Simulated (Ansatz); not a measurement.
System: sum formula BNH2F2, net charge 0, singlet state. 
Coordinates optimised at B3LYP-D3(BJ)/def2-TZVP (Ansatz, an electronic-structure program):
SMILES: NB(F)F
```xyz
6

B      0.0362     0.0038    -0.0026
F      0.5868     1.1654    -0.3614
F      0.8587    -1.0149     0.2562
N     -1.3467    -0.1402     0.0980
H     -1.9826     0.6138    -0.0925
H     -1.7806    -1.0056     0.3662
```
Charge 0, spin multiplicity 1.

Basis-set convergence of Hartree-Fock and CCSD(T) correlation energies (hartree) with Ansatz. Valence correlation only, unless marked. Spin-orbit coupling is left out. No relativistic terms.

```json
[
 {"basis": "aug-cc-pVDZ", "functions": "110", "E(HF)": "-279.38899", "E(corr, CCSD(T))": "-0.69656"},
 {"basis": "aug-cc-pVTZ", "functions": "230", "E(HF)": "[?]", "E(corr, CCSD(T))": "[?]"}
]
```

Problem. What belongs in the gaps?

Solution. 
- aug-cc-pVTZ, E(HF): -279.47476
- aug-cc-pVTZ, E(corr, CCSD(T)): -0.86105
